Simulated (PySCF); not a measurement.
Correlation energy of B⁺ (boron, charge +1)

[He] 2s2, closed-shell 1S. Computed with PySCF 2.14 in cc-pVDZ (3s2p1d, 14 functions), with no relativity, point nucleus. Frozen: 1s2; 2 electrons correlated.

Total MP2 correlation energy: -32.49 mhartree.

Same-spin part 0.00 and opposite-spin part -32.49 mhartree; SCS-MP2 scales them by 1/3 and 6/5 to -38.99 mhartree.

With two correlated electrons CCSD is exact within the correlated space (frozen core and kept virtual orbitals).

```tsv
level	correlation energy (mhartree)
CCSD	-58.53
```

Diagnostics: T1 = 0.012, D1 = 0.0165, largest double amplitude 0.153.

A double-excitation amplitude exceeds 0.15, a sign of near-degeneracy.

Cost of the coupled-cluster step: 0.03 s of wall time on 1 thread of Intel(R) Xeon(R) 6975P-C (shared host), for 2 correlated electrons.

Iterations:

```
CC2 = 0
CCSD nocc = 1, nmo = 13
frozen orbitals [0]
max_cycle = 100
direct = 0
conv_tol = 1e-08
conv_tol_normt = 1e-06
diis_space = 8
diis_start_cycle = 0
Init t2, MP2 energy = -24.2670539566086  E_corr(MP2) -0.0324916006935484
Init E_corr(CCSD) = -0.0324916006935484
cycle = 1  E_corr(CCSD) = -0.0457685207433241  dE = -0.01327692  norm(t1,t2) = 0.0682224
cycle = 2  E_corr(CCSD) = -0.0519944446402217  dE = -0.0062259239  norm(t1,t2) = 0.0357248
cycle = 3  E_corr(CCSD) = -0.0586571600551417  dE = -0.00666271541  norm(t1,t2) = 0.018975
cycle = 4  E_corr(CCSD) = -0.0585030413373125  dE = 0.000154118718  norm(t1,t2) = 0.00045172
cycle = 5  E_corr(CCSD) = -0.0585521955379535  dE = -4.91542006e-05  norm(t1,t2) = 0.00011579
cycle = 6  E_corr(CCSD) = -0.058527944533988  dE = 2.4251004e-05  norm(t1,t2) = 6.5338e-05
cycle = 7  E_corr(CCSD) = -0.0585293678086619  dE = -1.42327467e-06  norm(t1,t2) = 4.70603e-06
cycle = 8  E_corr(CCSD) = -0.058529471600226  dE = -1.03791564e-07  norm(t1,t2) = 2.39406e-07
cycle = 9  E_corr(CCSD) = -0.0585294563109752  dE = 1.52892507e-08  norm(t1,t2) = 9.3627e-08
cycle = 10  E_corr(CCSD) = -0.0585294375090431  dE = 1.88019321e-08  norm(t1,t2) = 4.89447e-08
cycle = 11  E_corr(CCSD) = -0.058529440122649  dE = -2.61360585e-09  norm(t1,t2) = 6.73574e-09
CCSD converged
E(CCSD) = -24.29309179603769  E_corr = -0.058529440122649
```
